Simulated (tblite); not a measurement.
C5H5OS (doublet state).
SMILES with atom numbers: `[SH:1][CH2:2][c:3]1[cH:4][c:5][cH:6][o:7]1` (hydrogens: H8 on S1; H9, H10 on C2; H11 on C4; H12 on C6)
Bond orders are those of one Lewis drawing.

Computed with GFN2-xTB (tblite), gas phase: L-BFGS steps from a force-field or distance-geometry start until the largest atomic force falls under 0.01 eV/Å.

Step 7: E = -556.0674 eV
```
atom  x, y, z in Å  |  force x, y, z in eV/Å
S1     -2.3936    0.2043    0.9411   -0.044   0.186  -0.008
C2     -1.3748   -0.4396   -0.4480    0.077  -0.126  -0.081
C3      0.0628   -0.1893   -0.2197    0.021   0.053   0.086
C4      0.9300   -0.9477    0.5233   -0.018   0.033  -0.016
C5      2.1320   -0.2240    0.5007   -0.035  -0.032  -0.008
C6      1.9469    0.9035   -0.2192   -0.038   0.006  -0.076
O7      0.6651    0.9397   -0.6701   -0.015  -0.109   0.062
H8     -1.9522    1.4626    0.8674   -0.046  -0.078  -0.004
H9     -1.7505   -0.0357   -1.3874    0.085   0.167   0.059
H10    -1.5459   -1.5117   -0.4253   -0.116  -0.126  -0.026
H11     0.6868   -1.8734    1.0039    0.157   0.034  -0.002
H12     2.5946    1.7106   -0.4926   -0.028  -0.008   0.014
```

Step 8: E = -556.0716 eV
```
atom  x, y, z in Å  |  force x, y, z in eV/Å
S1     -2.3957    0.2046    0.9356   -0.108   0.148   0.065
C2     -1.3768   -0.4420   -0.4479    0.113  -0.093  -0.077
C3      0.0605   -0.1894   -0.2150    0.097   0.029   0.033
C4      0.9319   -0.9479    0.5219   -0.011   0.056   0.018
C5      2.1338   -0.2238    0.5016   -0.029  -0.045  -0.021
C6      1.9496    0.9021   -0.2196   -0.122  -0.006  -0.089
O7      0.6666    0.9370   -0.6701   -0.054  -0.088   0.073
H8     -1.9520    1.4590    0.8645   -0.024  -0.016  -0.008
H9     -1.7471   -0.0268   -1.3843    0.080   0.116   0.034
H10    -1.5553   -1.5139   -0.4232   -0.080  -0.080  -0.065
H11     0.6940   -1.8717    1.0039    0.126  -0.037   0.031
H12     2.5915    1.7120   -0.4934    0.012   0.017   0.006
```

Step 9: E = -556.0756 eV
```
atom  x, y, z in Å  |  force x, y, z in eV/Å
S1     -2.4001    0.2072    0.9310   -0.135   0.051   0.081
C2     -1.3767   -0.4461   -0.4490    0.088  -0.027  -0.020
C3      0.0593   -0.1895   -0.2096    0.082  -0.037  -0.023
C4      0.9340   -0.9475    0.5212    0.017   0.021   0.077
C5      2.1353   -0.2239    0.5017    0.002  -0.051  -0.026
C6      1.9504    0.9000   -0.2212   -0.118   0.045  -0.098
O7      0.6669    0.9334   -0.6690   -0.092  -0.020   0.047
H8     -1.9520    1.4555    0.8613    0.008   0.071  -0.014
H9     -1.7419   -0.0153   -1.3803    0.078   0.051   0.014
H10    -1.5665   -1.5177   -0.4223   -0.030  -0.009  -0.103
H11     0.7040   -1.8706    1.0044    0.088  -0.094   0.058
H12     2.5884    1.7138   -0.4941    0.011   0.000   0.006
```

**Question.** Estimate the geometry and energy of step 10. (The exact step hangs on the optimiser's Hessian estimate; all steps are aligned on step 9, rigid shifts and turns removed.)

**Answer.** E = -556.0785 eV, largest force 0.150 eV/Å
```
atom  x, y, z in Å  |  force x, y, z in eV/Å
S1     -2.4057    0.2100    0.9289   -0.105  -0.013   0.045
C2     -1.3752   -0.4495   -0.4499    0.018   0.029   0.039
C3      0.0592   -0.1905   -0.2061    0.047  -0.098  -0.030
C4      0.9359   -0.9475    0.5226    0.041  -0.007   0.096
C5      2.1365   -0.2244    0.5011    0.015   0.020  -0.068
C6      1.9495    0.8993   -0.2240   -0.097  -0.007  -0.038
O7      0.6654    0.9307   -0.6677   -0.097   0.031   0.017
H8     -1.9519    1.4543    0.8587    0.020   0.108  -0.014
H9     -1.7365   -0.0060   -1.3771    0.077   0.004   0.008
H10    -1.5751   -1.5205   -0.4237    0.010   0.048  -0.122
H11     0.7131   -1.8714    1.0057    0.060  -0.118   0.071
H12     2.5861    1.7147   -0.4945    0.011   0.003  -0.004
```

The energy changes by -0.0029 eV. The first-order estimate −F·Δx gives -0.0039 eV and the mean of the old and new forces, exact on a quadratic surface, -0.0029 eV. The step makes an angle of 58° with the force vector and moves no atom by more than 0.011 Å.

What follows is the cost of the whole relaxation. The run took 0.16 s wall on one thread of an Arm Neoverse V2, no GPU (shared host).
